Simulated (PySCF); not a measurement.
Input of a run (PBE0-D3(BJ)/def2-TZVP geometry optimisation, gas phase (PySCF 2.14.0)), started from GFN2-xTB:
```
{"job": {"xc": "PBE0", "basis": "def2-TZVP", "d3": "d3bj", "grid": 2, "shake": 0.01, "kind": "geom"}, "charge": 0, "multiplicity": 1}
O      0.181110    -0.454500     1.857280
C      0.055920    -0.167020     0.700960
C      1.263110     0.134080    -0.228180
F      2.382520     0.462580     0.496260
F      1.578830    -0.952420    -0.951920
F      1.024070     1.140710    -1.063460
C     -1.294440    -0.076860    -0.045880
F     -1.661340     1.206730    -0.167620
F     -2.251020    -0.717260     0.640840
F     -1.228330    -0.596970    -1.259330
```

Output (energies in Eh, forces in Eh/bohr):
```
step   0  E = -788.16495181  max force = 0.044176
step   1  E = -788.16819396  max force = 0.010910
step   2  E = -788.16883670  max force = 0.007108
step   3  E = -788.16913853  max force = 0.004047
step   4  E = -788.16923637  max force = 0.001998
step   5  E = -788.16925267  max force = 0.000345
step   6  E = -788.16925346  max force = 0.000108
optimisation converged
```

Summarise the run.

The energy falls by 2.7 kcal/mol over 7 energy and gradient evaluations, the largest force component goes from 0.0442 to 1.1e-04 Eh/bohr, and the atoms move by 0.041 Å rms after alignment. The bond that changes most is C3–F4 (CF3 carbon to fluorine of a CF3 group), which shortens by 0.054 Å. Bonds longer at the end by more than 0.005 Å: 2 of 9; shorter: 5. Among the angles that change most is C3–C2–C7, from 112.3° to 116.6°. The energy never rose by more than 1e-6 Eh on the way. The first step brought 75 % of the lowering.

What are the final bond lengths?

O1=C2 1.186 Å, C2–C3 1.552 Å, C3–F4 1.319 Å, C3–F5 1.332 Å, C3–F6 1.330 Å, C2–C7 1.551 Å, C7–F8 1.332 Å, C7–F9 1.319 Å, C7–F10 1.331 Å. Numbering counts from 1 in the input's order; the species is `O=C(C(F)(F)F)C(F)(F)F`.

The run used 310 basis functions and 53 SCF cycles in all.

PBE0-D3(BJ)/def2-TZVP frequencies: not computed here.

The values belong to the conformer `[O:1]=[C:2]([C:3]([F:4])([F:5])[F:6])[C:7]([F:8])([F:9])[F:10]`: O1–C2–C3–F4 -20°, O1–C2–C7–F8 101°.
